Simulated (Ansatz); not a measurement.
Pulling on the H–H spacing in H4 rectangle (multiplicity 1 held). Energies count from the point at 4.000 Å.
Geometry at that point (charge 0, multiplicity 1):
```xyz
4

H      0.0000     0.0000     0.0000
H      0.0000     0.0000     1.0000
H      4.0000     0.0000     0.0000
H      4.0000     0.0000     1.0000
```

R- and RO- levels are restricted; in cc, def2 and unpolarised 6-31G sets they are followed outwards from rest. Unrestricted levels (U-) break spin symmetry where that is lower. Full CI gives the lowest state of the spin. Levels need not reach the same state.

Run with Ansatz (a quantum-chemistry and plane-wave program) with Gaussian orbitals. Values without a source in brackets are computed.

Energies in kcal/mol.

```json
[
 {"R (Å)": "1.050", "U-MP2/cc-pVDZ": "118.0", "R-CCSD/cc-pVDZ": "126.8", "U-CCSD(T)/cc-pVDZ": "122.2", "FCI/cc-pVDZ": "124.2"},
 {"R (Å)": "1.100", "U-MP2/cc-pVDZ": "111.4", "R-CCSD/cc-pVDZ": "113.0", "U-CCSD(T)/cc-pVDZ": "113.2", "FCI/cc-pVDZ": "111.6"},
 {"R (Å)": "1.200", "U-MP2/cc-pVDZ": "94.9", "R-CCSD/cc-pVDZ": "87.7", "U-CCSD(T)/cc-pVDZ": "88.2", "FCI/cc-pVDZ": "86.9"},
 {"R (Å)": "1.300", "U-MP2/cc-pVDZ": "75.9", "R-CCSD/cc-pVDZ": "67.4", "U-CCSD(T)/cc-pVDZ": "67.1", "FCI/cc-pVDZ": "66.8"},
 {"R (Å)": "1.500", "U-MP2/cc-pVDZ": "40.1", "R-CCSD/cc-pVDZ": "39.1", "U-CCSD(T)/cc-pVDZ": "38.8", "FCI/cc-pVDZ": "38.7"},
 {"R (Å)": "1.800", "U-MP2/cc-pVDZ": "17.4", "R-CCSD/cc-pVDZ": "16.9", "U-CCSD(T)/cc-pVDZ": "16.7", "FCI/cc-pVDZ": "16.7"},
 {"R (Å)": "2.200", "U-MP2/cc-pVDZ": "5.5", "R-CCSD/cc-pVDZ": "5.3", "U-CCSD(T)/cc-pVDZ": "5.2", "FCI/cc-pVDZ": "5.2"},
 {"R (Å)": "2.600", "U-MP2/cc-pVDZ": "1.6", "R-CCSD/cc-pVDZ": "1.5", "U-CCSD(T)/cc-pVDZ": "1.5", "FCI/cc-pVDZ": "1.5"},
 {"R (Å)": "3.000", "U-MP2/cc-pVDZ": "0.4", "R-CCSD/cc-pVDZ": "0.4", "U-CCSD(T)/cc-pVDZ": "0.4", "FCI/cc-pVDZ": "0.4"},
 {"R (Å)": "4.000", "U-MP2/cc-pVDZ": "0.0", "R-CCSD/cc-pVDZ": "0.0", "U-CCSD(T)/cc-pVDZ": "0.0", "FCI/cc-pVDZ": "0.0"}
]
```

Doubts at one or more of the structures used: a spin-contaminated determinant (U-MP2/cc-pVDZ, U-CCSD(T)/cc-pVDZ); a restricted determinant that unrestricted orbitals would lower (R-CCSD/cc-pVDZ); T1 above 0.05 (U-CCSD(T)/cc-pVDZ); the program's own flag: large difference (U-CCSD(T)/cc-pVDZ).
